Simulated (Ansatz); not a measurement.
The cluster Al₄B₂. The state is a singlet with charge 0. Geometry B3LYP-D4/def2-SVP.

```tsv
atom	x (Å)	y (Å)	z (Å)
B1	0.067	0.203	0.720
B2	-0.069	-0.216	-0.761
Al3	1.111	0.953	-2.041
Al4	-1.093	-0.927	2.054
Al5	1.378	1.807	1.055
Al6	-1.393	-1.820	-1.027
```

The restricted singlet is unstable towards broken spin symmetry in Hartree–Fock (as tested in another run); at HF/def2-TZVP, PBE-D4/def2-TZVP, r2SCAN-D4/def2-TZVP, PBE0-D4/def2-TZVP this wasn't settled. Another isomer (singlet) lies 0.16 eV lower at PBE0-D4/def2-TZVP; other spin states weren't run for this one.

(1) Estimate the orbital energies around the gap (eV) in Ansatz with HF/def2-TZVP, PBE-D4/def2-TZVP, r2SCAN-D4/def2-TZVP, PBE0-D4/def2-TZVP.

Answers

(1) 
```csv
orbital,HF/def2-TZVP,PBE-D4/def2-TZVP,r2SCAN-D4/def2-TZVP,PBE0-D4/def2-TZVP
HOMO−9,-87.46,-69.04,-70.93,-73.91
HOMO−8,-19.65,-12.80,-13.57,-14.73
HOMO−7,-14.28,-9.42,-9.88,-10.85
HOMO−6,-13.57,-9.37,-9.76,-10.68
HOMO−5,-11.02,-7.36,-7.63,-8.46
HOMO−4,-9.93,-7.13,-7.29,-8.06
HOMO−3,-7.90,-5.49,-5.69,-6.20
HOMO−2,-7.50,-5.24,-5.45,-6.05
HOMO−1,-6.97,-4.84,-5.00,-5.54
HOMO,-6.93,-4.83,-4.96,-5.49
LUMO,0.10,-2.91,-2.89,-2.29
LUMO+1,0.34,-2.85,-2.85,-2.25
LUMO+2,0.36,-2.82,-2.78,-2.19
LUMO+3,0.44,-2.73,-2.73,-2.19
LUMO+4,0.49,-2.67,-2.63,-2.08
LUMO+5,1.75,-1.66,-1.53,-0.90
```
